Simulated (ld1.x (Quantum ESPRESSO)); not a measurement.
# Transferability test, PAW potential for magnesium

magnesium, PAW, made with ld1.x (Quantum ESPRESSO) 7.5 (PBE, non-relativistic). Core [Ne], reference 3s1.5 3p0.5. Waves: 3s (bound): rcut 2.55, rcutus 2.85 bohr; 3s channel at 0.7 Ry: rcut 2.55, rcutus 2.85 bohr; 3p (bound): rcut 3.25, rcutus 3.80 bohr; 3p channel at 4.5 Ry: rcut 3.25, rcutus 3.80 bohr; 3d channel at 0.3 Ry: rc 3.60 bohr. Local part: the d channel. Core correction: Bessel-smoothed model core inside 1.85 bohr. Augmentation charge: BESSEL, radius 2.50 bohr.

Energies are relative to the spin-unpolarised reference configuration 3s1.5 3p0.5; without spin polarisation the order of configurations can differ from experiment. Not all tests gave a result: test run stopped at test 5 of 6 (negative rho). The frozen-core shift is the all-electron ΔE with the core orbitals held at their reference shape minus the fully relaxed ΔE.

```csv
valence configuration,charge,ΔE all-electron (eV),error AE − PS (meV),frozen-core shift (meV)
3s2 3p0,0,-1.710,-0.5,+0.5
3s1 3p0,+1,6.239,-2.2,+2.3
3s1.5 3p0,+0.5,1.430,-0.1,+0.1
3s1 3p1,0,1.766,-0.4,+0.5
```
